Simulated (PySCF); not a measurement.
# Radial density of Al⁺ (aluminium, charge +1)

CAM-B3LYP, [Ne] 3p2, high-spin 3P determinant (an excited configuration). All numbers are calculated (PySCF 2.14, the spin-free X2C one-electron Hamiltonian (Gaussian nucleus), in aug-cc-pVQZ-DK).

| r (bohr) | 4πr²ρ (e/bohr) | 4πr²(ρα − ρβ) |
| --- | --- | --- |
| 0.00198 | 0.07509 | 0.0000 |
| 0.00333 | 0.1980 | 0.0000 |
| 0.00560 | 0.5128 | 0.0000 |
| 0.00941 | 1.283 | 0.0000 |
| 0.0158 | 3.016 | 0.0000 |
| 0.0266 | 6.371 | 0.0002 |
| 0.0448 | 11.19 | 0.0014 |
| 0.0754 | 14.53 | 0.0073 |
| 0.127 | 12.12 | 0.0312 |
| 0.213 | 8.531 | 0.0919 |
| 0.359 | 11.69 | 0.1436 |
| 0.603 | 10.73 | 0.0532 |
| 1.01 | 3.186 | 0.0525 |
| 1.71 | 0.8065 | 0.6273 |
| 2.87 | 0.7083 | 0.7075 |
| 4.83 | 0.1202 | 0.1202 |
| 8.12 | 0.001281 | 0.0013 |

Densities and radii are taken from the X2C orbitals without a picture-change correction, which distorts them close to the nucleus.
